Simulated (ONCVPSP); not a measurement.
Configuration tests for silicon (ONCV)

| Property | Result |
| --- | --- |
| Element | Si (Z = 14) |
| Generator | ONCVPSP 4.0.1 |
| Type | optimised norm-conserving Vanderbilt (ONCV) |
| Functional | PBE |
| Relativity | scalar-relativistic |
| Frozen core | [He] |
| Valence charge | 12 |
| Reference configuration | 2s2 2p6 3s1.75 3p2.25 |
| Partial waves | 2s+3s: rc 1.10 bohr, ncon 4, nbas 9, qcut 11.4 1/bohr, 2 projectors; 2p+3p: rc 0.80 bohr, ncon 4, nbas 7, qcut 20.2 1/bohr, 2 projectors; d scattering state at 0.16 Ha: rc 1.15 bohr, ncon 5, nbas 9, qcut 8 1/bohr, 2 projectors, debl 1.9 Ha |
| Local potential | polynomial inside 0.55 bohr (lpopt 5, dvloc0 1 Ha) |
| Core correction | polynomial model core, fcfact 0.2 |

Energies are relative to the spin-unpolarised reference configuration 2s2 2p6 3s1.75 3p2.25; without spin polarisation the order of configurations can differ from experiment.

Problem. Give the all-electron excitation energy and the error of the potential for: 2s2 2p6 3s2 3p2; 2s2 2p6 3s2 3p1; 2s2 2p6 3s2 3p0; 2s2 2p5 3s2 3p2.

Solution.

```json
{"valence configuration": "2s2 2p6 3s2 3p2", "charge": "0", "ΔE all-electron (eV)": "-1.688", "error AE − PS (meV)": "+0.1"}
{"valence configuration": "2s2 2p6 3s2 3p1", "charge": "+1", "ΔE all-electron (eV)": "6.052", "error AE − PS (meV)": "+0.6"}
{"valence configuration": "2s2 2p6 3s2 3p0", "charge": "+2", "ΔE all-electron (eV)": "22.045", "error AE − PS (meV)": "+2.6"}
{"valence configuration": "2s2 2p5 3s2 3p2", "charge": "+1", "ΔE all-electron (eV)": "108.357", "error AE − PS (meV)": "+201"}
```

Levels in the configuration 2s2 2p6 3s2 3p1:

```tsv
level	all-electron (eV)	pseudo (eV)
2s	-149.002	-148.995
2p	-105.076	-105.055
3s	-19.034	-19.034
3p	-11.656	-11.654
```
